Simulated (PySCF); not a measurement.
Exercise with solution: oscillator strength and radiative lifetime

C₃H₆N₂Si, SMILES N(/[SiH3])=C\CC#N.

Geometry: ωB97X-D3(BJ)/def2-SVP. The structure was generated by enumeration; whether it is a known compound was not checked. One conformer was computed; it need not be the lowest.

PySCF with TDA-PBE/def2-SVPD puts the first singlet state with f over 0.02 at 6.02 eV (vertical), with the transition dipole (-0.481, 0.077, 0.025) in atomic units.

**Question.** Find the oscillator strength, the wavelength and the radiative lifetime that this transition would have in vacuum if emission retraced absorption.

**Answer.** 
|μ|² = 0.2379 au, so |μ| = 1.24 D. ΔE = 6.02/27.211 = 0.2212 hartree. f = (2/3) ΔE |μ|² = 0.035 (the program prints 0.035).
λ = 1239.84/6.02 = 206 nm; ν = 48555 cm⁻¹.
Einstein's coefficient A = 0.6670 ν² f s⁻¹ (ν in cm⁻¹) = 5.5e7 s⁻¹, so τ = 1/A = 18 ns. This state is S6; the lower singlets have f = 0.002, 0.002, 0.005, 0.020, 0.001. The figure is the radiative limit of this one transition; relaxation, internal conversion, crossing to triplets and a medium change what is measured.
